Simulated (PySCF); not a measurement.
Compound: CH₅N₃Si.
Cartesian coordinates in Å at the PBE0-D3(BJ)/def2-SVP level; atoms count from 1:
```
atom  x, y, z in Å
N1    -0.542    2.918   -0.166
C2    -0.319    1.801    0.051
Si3    0.090    0.001    0.409
N4    -1.319   -0.802   -0.141
N5     1.459   -0.613   -0.411
H6     0.447   -0.023    1.855
H7    -2.216   -0.329   -0.137
H8    -1.415   -1.806   -0.049
H9     1.485   -0.661   -1.423
H10    2.383   -0.507   -0.011
```

Theory: PBE0-D3(BJ)/def2-SVP geometry optimisation, gas phase in PySCF.

Take the most abundant isotopes and a rigid rotor. The values belong to one conformer with, in the numbering `[N:1]#[C:2][SiH:3]([NH2:4])[NH2:5]`, C2–Si3–N4–H -28° and -178°, C2–Si3–N5–H -62° and 87°.

Question: What are A, B and C (MHz)?

Answer: Ia = 81.82, Ib = 177.35, Ic = 233.48 u·Å²; 505379 MHz·u·Å²/I gives A = 6177, B = 2850, C = 2165 MHz.

Question: What kind of rotor is it?

Answer: An asymmetric top: κ = (2 × 2850 − 6177 − 2165)/(6177 − 2165) = -0.66.

Question: Is it planar, by Δ = Ic − Ia − Ib?

Answer: Not planar: Δ = Ic − Ia − Ib = -25.69 u·Å². For a rigid frame Δ = −2 Σ m c², so Σ m c² = 12.85 u·Å² lies off the ab plane: 5.47 from hydrogen and 7.38 from heavier atoms. The atom farthest from that plane is 1.86 Å away.

Question: Give the other two planar moments, Paa and Pbb, and the rms extents of the mass along the axes.

Answer: Paa = Σ m a² = (Ib + Ic − Ia)/2 = 164.50 and Pbb = Σ m b² = (Ia + Ic − Ib)/2 = 68.97 u·Å². With the mass M = 87.03 u, the rms extents √(P/M) along a, b and c are 1.37, 0.89, 0.38 Å.

Question: List the rotational levels J(Ka,Kc) to J = 2 (MHz).

Answer: Above 0(0,0):
J = 1: 1(0,1) 5014, 1(1,1) 8342, 1(1,0) 9027
J = 2: 2(0,2) 14947, 2(1,2) 17685, 2(1,1) 19740, 2(2,1) 29722, 2(2,0) 29817
The levels of one J sum to (2J + 1)J(J + 1)(A + B + C)/3.

Question: Predict some low-J microwave lines.

Answer: The dipole components are |μa| = 4.04 D, |μb| = 0.34 D, |μc| = 0.05 D. Intensities carry the squares of the components, which stand as 1.00 : 0.01 : 0.00 (a : b : c). Some lines, for components of 0.1 D or more:

```json
{"type": "a", "branch": "Q", "J(Ka,Kc)": "4(2,2) ← 4(2,3)", "MHz": "1323", "lower level (cm⁻¹)": "2.160"}
{"type": "a", "branch": "Q", "J(Ka,Kc)": "2(1,1) ← 2(1,2)", "MHz": "2055", "lower level (cm⁻¹)": "0.590"}
{"type": "b", "branch": "Q", "J(Ka,Kc)": "1(1,0) ← 1(0,1)", "MHz": "4012", "lower level (cm⁻¹)": "0.167"}
{"type": "a", "branch": "R", "J(Ka,Kc)": "1(0,1) ← 0(0,0)", "MHz": "5014", "lower level (cm⁻¹)": "0.000"}
{"type": "b", "branch": "Q", "J(Ka,Kc)": "3(1,2) ← 3(0,3)", "MHz": "6125", "lower level (cm⁻¹)": "0.988"}
{"type": "b", "branch": "R", "J(Ka,Kc)": "2(0,2) ← 1(1,1)", "MHz": "6606", "lower level (cm⁻¹)": "0.278"}
{"type": "a", "branch": "Q", "J(Ka,Kc)": "4(1,3) ← 4(1,4)", "MHz": "6792", "lower level (cm⁻¹)": "1.673"}
{"type": "b", "branch": "Q", "J(Ka,Kc)": "4(2,2) ← 4(1,3)", "MHz": "9115", "lower level (cm⁻¹)": "1.900"}
{"type": "a", "branch": "R", "J(Ka,Kc)": "2(1,2) ← 1(1,1)", "MHz": "9343", "lower level (cm⁻¹)": "0.278"}
{"type": "b", "branch": "Q", "J(Ka,Kc)": "3(2,1) ← 3(1,2)", "MHz": "9484", "lower level (cm⁻¹)": "1.192"}
{"type": "b", "branch": "R", "J(Ka,Kc)": "2(1,2) ← 1(0,1)", "MHz": "12671", "lower level (cm⁻¹)": "0.167"}
{"type": "a", "branch": "R", "J(Ka,Kc)": "3(0,3) ← 2(0,2)", "MHz": "14673", "lower level (cm⁻¹)": "0.499"}
{"type": "a", "branch": "R", "J(Ka,Kc)": "3(2,2) ← 2(2,1)", "MHz": "15043", "lower level (cm⁻¹)": "0.991"}
{"type": "a", "branch": "R", "J(Ka,Kc)": "3(1,2) ← 2(1,1)", "MHz": "16006", "lower level (cm⁻¹)": "0.658"}
{"type": "b", "branch": "Q", "J(Ka,Kc)": "3(3,0) ← 3(2,1)", "MHz": "17949", "lower level (cm⁻¹)": "1.509"}
{"type": "b", "branch": "Q", "J(Ka,Kc)": "3(3,1) ← 3(2,2)", "MHz": "18405", "lower level (cm⁻¹)": "1.493"}
{"type": "a", "branch": "R", "J(Ka,Kc)": "4(1,4) ← 3(1,3)", "MHz": "18519", "lower level (cm⁻¹)": "1.056"}
{"type": "b", "branch": "R", "J(Ka,Kc)": "4(1,4) ← 3(0,3)", "MHz": "20543", "lower level (cm⁻¹)": "0.988"}
{"type": "b", "branch": "R", "J(Ka,Kc)": "3(2,1) ← 2(1,2)", "MHz": "27545", "lower level (cm⁻¹)": "0.590"}
{"type": "b", "branch": "R", "J(Ka,Kc)": "4(2,2) ← 3(1,3)", "MHz": "34426", "lower level (cm⁻¹)": "1.056"}
{"type": "b", "branch": "R", "J(Ka,Kc)": "4(3,2) ← 3(2,1)", "MHz": "38165", "lower level (cm⁻¹)": "1.509"}
```

Question: Estimate the classical rotational partition function at 25 K, 100 K and 500 K.

Answer: Point group C1, symmetry number σ = 1; q = (√π/σ)·√((kT/h)³/(ABC)), k/h = 20836.6 MHz/K: 3410 at 25 K, 27300 at 100 K, 305000 at 500 K.

No PBE0-D3(BJ)/def2-SVP frequencies stand behind this structure, so it isn't proved a minimum. Zero-point vibration and centrifugal distortion are left out. A rigid rotor knows nothing of inversion at nitrogen, which can split or shift real lines. Quadrupole hyperfine structure (14N) is left out.

Hardware: one thread of an Arm Neoverse V2, on a shared host. Cost: 23 s, 0.41 GiB resident at most. That covers the optimisation of the geometry.
